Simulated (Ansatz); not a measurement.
Reaction (substitution at a C–S bond): `C=CSC#CO` + H₂Se → `OC#C[SeH]` + `C=CS`

Gas-phase electronic energies from Ansatz, PBE0-D4/def2-TZVP geometries. CCSD(T)/CBS is the MP2 limit (def2-TZVPP, def2-QZVPP) plus CCSD(T) − MP2 in def2-TZVPP, frozen cores. This one scheme is used for every species. Functionals use def2-TZVPP. For Se outer-core shells are correlated without core-valence functions, which leaves a few kJ/mol of doubt a bond. Scalar relativity is left out up to krypton. One conformer a species, not always the lowest.

| species | B2PLYP energy (Eh) |
| --- | --- |
| `C=CSC#CO` | -627.92601 |
| H₂Se | -2402.36791 |
| `OC#C[SeH]` | -2553.66800 |
| `C=CS` | -476.62205 |

(1) Work out ΔE.

Largest T1 diagnostic among the species: 0.014.

Results:

(1) ΔE = (-2553.66800) + (-476.62205) − (-627.92601) − (-2402.36791) = 0.00387 Eh = +2.4 kcal/mol. CCSD(T)/CBS gives +2.3 kcal/mol.
